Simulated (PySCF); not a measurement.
PySCF 2.14 output of an unrestricted M06-L calculation on a single atom or ion in x2c-SVPall (5s4p3d, 32 functions), with the spin-free X2C one-electron Hamiltonian (Gaussian nucleus):

```
SCF conv_tol = 1e-09
number electrons alpha = 18  beta = 17
    Y. Zhao and D. G. Truhlar.,  J. Chem. Phys. 125, 194101 (2006)
    Y. Zhao and D. G. Truhlar.,  J. Chem. Phys. 125, 194101 (2006)
    Y. Zhao and D. G. Truhlar.,  Theor. Chem. Acc. 120, 215 (2008)
cycle= 1 E= -2788.91230395253  delta_E= -0.00394  |g|= 0.0284  |ddm|= 0.104
cycle= 2 E= -2788.91236347112  delta_E= -5.95e-05  |g|= 0.0181  |ddm|= 0.0146
cycle= 3 E= -2788.91240068408  delta_E= -3.72e-05  |g|= 0.001  |ddm|= 0.00841
cycle= 4 E= -2788.91240098506  delta_E= -3.01e-07  |g|= 0.000209  |ddm|= 0.00153
cycle= 5 E= -2788.91240100149  delta_E= -1.64e-08  |g|= 2.71e-06  |ddm|= 0.000313
cycle= 6 E= -2788.91240100149  delta_E= -3.18e-12  |g|= 1.38e-07  |ddm|= 4.03e-06
converged SCF energy = -2788.91240100149  <S^2> = 0.75223862  2S+1 = 2.0022374
```

The run itself started from symmetry-adapted Hartree-Fock orbitals and held the occupation by maximum overlap, on a logarithmic radial grid, so the iterations belong to that start.

**Question.** Which element, charge and spin multiplicity is this?

**Answer.** Kr+ (krypton, charge +1), multiplicity 2; the state was [Ar] 3d10 4s2 4p5, 2P determinant.
